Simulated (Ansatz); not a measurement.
Conformers of CH₅ClOSSi (`CO[SiH](S)Cl`), each relaxed with PBE0-D4/def2-TZVP in Ansatz. CBS adds the triple-zeta coupled-cluster correction to the MP2 limit.

Not all of them had a frequency check.

Conformer A:

Cartesian coordinates in Å:
```
C 1.028 -1.183 0.277
O 0.640 0.130 0.630
Si -0.826 0.762 0.324
S -1.337 0.705 -1.737
Cl -0.727 2.670 1.034
H 0.894 -1.361 -0.794
H 0.453 -1.929 0.835
H 2.083 -1.297 0.527
H -1.914 0.033 1.011
H -0.294 1.470 -2.107
```

Conformer B:

Cartesian coordinates in Å:
```
C 0.106 1.061 -1.306
O 0.588 0.855 0.008
Si 0.365 -0.503 0.869
S -1.724 -0.773 1.166
Cl 1.379 -0.226 2.616
H -0.981 0.946 -1.353
H 0.567 0.360 -2.009
H 0.369 2.077 -1.600
H 0.926 -1.706 0.215
H -1.594 -2.091 1.394
```

Conformer C:

```xyz
10

C     0.666    1.185   -0.959
O    -0.392    0.477   -0.343
Si   -0.167   -0.709    0.744
S    -2.037   -1.538    1.268
Cl    0.642    0.010    2.485
H     0.253    1.742   -1.801
H     1.441    0.507   -1.333
H     1.121    1.889   -0.257
H     0.791   -1.699    0.203
H    -2.320   -1.864   -0.007
```

Task: Which is lowest in electronic energy at CCSD(T)/CBS (frozen core, def2 sets), and by how much? (Estimate.)

Result: The calculation gave: C; A lies 0.8 kJ/mol higher, B lies 3.5 kJ/mol higher. Gaps under about 2 kJ/mol don't settle the order.

Task: Give the energies relative to C (kJ/mol) with PBE0-D4/def2-TZVPP, B2PLYP/def2-TZVPP, PBE/def2-TZVPP, r2SCAN/def2-TZVPP, MP2/def2-TZVPP, CCSD/def2-TZVPP, MP2/CBS(def2). (Estimate.)

Result: The calculation gave: 
```json
{"level": "PBE0-D4/def2-TZVPP", "A": "0.3", "B": "3.3"}
{"level": "B2PLYP/def2-TZVPP", "A": "0.9", "B": "3.9"}
{"level": "PBE/def2-TZVPP", "A": "0.6", "B": "3.6"}
{"level": "r2SCAN/def2-TZVPP", "A": "0.6", "B": "3.5"}
{"level": "MP2/def2-TZVPP", "A": "0.7", "B": "3.9"}
{"level": "CCSD/def2-TZVPP", "A": "1.0", "B": "3.8"}
{"level": "MP2/CBS(def2)", "A": "0.7", "B": "3.6"}
```
